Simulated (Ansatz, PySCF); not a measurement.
Species: sum formula PbClF, charge 0, multiplicity 1. 
Geometry from a B3LYP-D3(BJ)/def2-TZVP (Ansatz, an electronic-structure program) optimisation:
```xyz
3

Pb     0.1300     0.1168     0.3636
F      0.9246     1.4374    -1.0008
Cl    -1.1166    -1.3244    -1.2239
```

Dipole moments at this geometry, in debye (magnitudes).

```
level               program  dipole (D)
------------------  -------  ----------
SVWN5/def2-TZVPD     Ansatz        4.50
BP86/def2-TZVPD       PySCF        4.55
M06-L/def2-TZVPD      PySCF        4.76
r2SCAN/def2-TZVPD     PySCF           ?
B97M-V/def2-TZVPD    Ansatz        4.85
TPSSh/def2-TZVPD      PySCF        4.77
r2SCAN0/def2-TZVPD   Ansatz        4.95
MN15/def2-TZVPD       PySCF        5.05
CCSD(T)/def2-SVPD    Ansatz           ?
```

### Question
Fill in the missing entries.

### Answer

- r2SCAN/def2-TZVPD, dipole (D): 4.71
- CCSD(T)/def2-SVPD, dipole (D): 5.00
